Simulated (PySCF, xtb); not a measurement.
Si(F)2(Me)(OH) (CH4F2OSi), SMILES F[Si](F)(C)O.

GFN2-xTB (xtb 6.7.1) at its own geometry gives an orbital gap of 8.68 eV and a dipole moment of 1.80 D.

Geometry: ωB97X-D3(BJ)/def2-SVP. The values are those of a single conformer.

### Question
What does PBE/def2-TZVP run with PySCF give? (The exact figures need the calculation; the answer reports its results.)

### Answer
gap 7.88 eV (levels -8.15 and -0.28 eV), dipole 1.18 D.
